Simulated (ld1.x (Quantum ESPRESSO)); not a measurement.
tantalum, TM: configuration errors across variants

Ta (Z = 73), norm-conserving Troullier–Martins (Kleinman–Bylander form), made with ld1.x (Quantum ESPRESSO) 7.5 (LDA (PZ), scalar-relativistic). Core [Kr] 4d10 4f14, reference 5s2 5p6 5d3 6s2 6p0. Waves: 5s (bound): rc 1.30 bohr; 5p (bound): rc 1.80 bohr; 5d (bound): rc 2.45 bohr. Local part: all-electron potential smoothed inside 1.15 bohr (lloc = -2). Core correction: none.

Occupied shells without a wave of their own: 6s. They enter only through the test configuration that unscreens the potential.

All-electron excitation energies from the reference (eV): (1) 5s2 5p6 5d3 6s1 6p0 8.702; (2) 5s2 5p6 5d3 6s0 6p0 24.010; (3) 5s2 5p6 5d2 6s0 6p0 47.938; (4) 5s2 5p6 5d3 6s1.5 6p0 3.563; (5) 5s1 5p6 5d3 6s2 6p0 79.449; (6) 5s2 5p6 5d2 6s2 6p1 3.090; (7) 5s2 5p5 5d3 6s2 6p0 45.190; (8) 5s2 5p6 5d3 6s2 6p0 spin -1.047; (9) 5s2 5p6 5d3 6s1 6p0 spin 6.726.

Spin tests fill each open shell by Hund’s rule, majority spin first.

For the base: The 6s level has no wave, so the channel is fitted at the deeper level alone: the likely source of the large errors.

On the changes marked as counting shells twice: ld1.x takes every shell without a wave as core, so the model core holds the marked electrons as well and exchange and correlation see them twice. This cancels in the reference configuration, but the file is broken for other ones, and its errors say nothing about a proper core correction.

2 further variants failed, have other tests or too few solved ones, and are left out.

The file “local potential all-electron potential smoothed inside 2.94 bohr (lloc = -2)” misses its own reference levels by 1.5 eV. The file “wave 5s (bound): rc 1.30 bohr becomes 5s (bound): rc 0.84 bohr” misses its own reference levels by 0.4 eV.

Errors AE − PS in meV (a dash: test not solved or not reliable):

| change | (1) | (2) | (3) | (4) | (5) | (6) | (7) | (8) | (9) | bound ghosts |
| --- | --- | --- | --- | --- | --- | --- | --- | --- | --- | --- |
| base | -321 | -799 | -1115 | -144 | -120 | +83 | -93 | +88 | -178 | none |
| all radii scaled by about 1.05 (s 1.36, p 1.88, d 2.56 bohr); local potential all-electron potential smoothed inside 1.20 bohr (lloc = -2) | -282 | -700 | -976 | -126 | -154 | +87 | -116 | +94 | -134 | none |
| local potential all-electron potential smoothed inside 2.94 bohr (lloc = -2) | +1904 | +4657 | +6247 | +854 | -345 | -482 | -206 | +126 | +1908 | none |
| wave 5d (bound): rc 2.45 bohr becomes 5d (bound): rc 3.76 bohr | -327 | -848 | -1112 | -144 | -420 | +143 | -312 | +178 | -38 | none |
| core correction a·sin(br)/r model core inside 0.68 bohr (6s counted twice) | -426 | -1290 | -1993 | -168 | -229 | +56 | -168 | -87 | -734 | none |
| wave 5s (bound): rc 1.30 bohr becomes 5s (bound): rc 0.84 bohr | -455 | -1142 | -1595 | -203 | -65 | +87 | -60 | +86 | -305 | none |
| local potential all-electron potential smoothed inside 1.20 bohr (lloc = -2) | -211 | -521 | -728 | -94 | -154 | +73 | -114 | +89 | -72 | none |

Q: Give the same row for: wave 5p (bound): rc 1.80 bohr becomes 5p (bound): rc 1.36 bohr.

A: -321, -798, -1116, -143, -148, +44, -72, +83, -181; bound ghosts: none.
